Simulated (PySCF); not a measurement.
Two-component Hartree-Fock for Os⁶⁹⁺ (osmium, charge +69)

Start: [He] 2s2 2p3; 2p1/2 filled at m_j = -1/2, +1/2; 2p3/2 filled at m_j = +3/2. Calculated with PySCF 2.14 in an uncontracted even-tempered set (16 s from 56 bohr⁻², ratio 2.4; 13 p from 72 bohr⁻², ratio 2.4; 5 d from 240 bohr⁻², ratio 2.6; 4 f from 360 bohr⁻², ratio 2.6): generalised Hartree-Fock with the X2C-1e Hamiltonian and a Gaussian nucleus; one run each with spin-orbit coupling (SO) switched off, then screened by Boettger's factors.

```json
{"spinor shell": "1s1/2", "electrons": "2", "ε, spin-free (eV)": "-81727.8", "ε, screened SO (eV)": "-81663.1", "weight of nominal j (screened SO)": "1.000", "rms radius, screened SO (bohr)": "0.0200"}
{"spinor shell": "2s1/2", "electrons": "2", "ε, spin-free (eV)": "-19622.5", "ε, screened SO (eV)": "-19603.0", "weight of nominal j (screened SO)": "1.000", "rms radius, screened SO (bohr)": "0.0785"}
{"spinor shell": "2p1/2", "electrons": "2", "ε, spin-free (eV)": "-18159.4", "ε, screened SO (eV)": "-19264.4", "weight of nominal j (screened SO)": "1.000", "rms radius, screened SO (bohr)": "0.0662"}
{"spinor shell": "2p3/2", "electrons": "1", "ε, spin-free (eV)": "-18159.4", "ε, screened SO (eV)": "-17638.2", "weight of nominal j (screened SO)": "1.000", "rms radius, screened SO (bohr)": "0.0731"}
```

```
   quantity    spin-free  screened SO
E (hartree)  -9812.48267  -9878.82474
        M_J          3/2          3/2
       ⟨J²⟩        3.750        3.750
       ⟨L²⟩        0.000        2.615
       ⟨S²⟩        3.750        1.457
```

Each row is a mean over spinors that exchange with the open shell spreads, by up to 69.820 eV (2s1/2).

Breit and QED terms are absent; they matter most for the inner s and p1/2 levels.

Densities and radii are taken from the X2C orbitals without a picture-change correction, which distorts them close to the nucleus.

Without spin-orbit coupling the j labels of p, d and f shells carry no meaning; the spin-free column gives the mean over the occupied spinors of each nl shell.
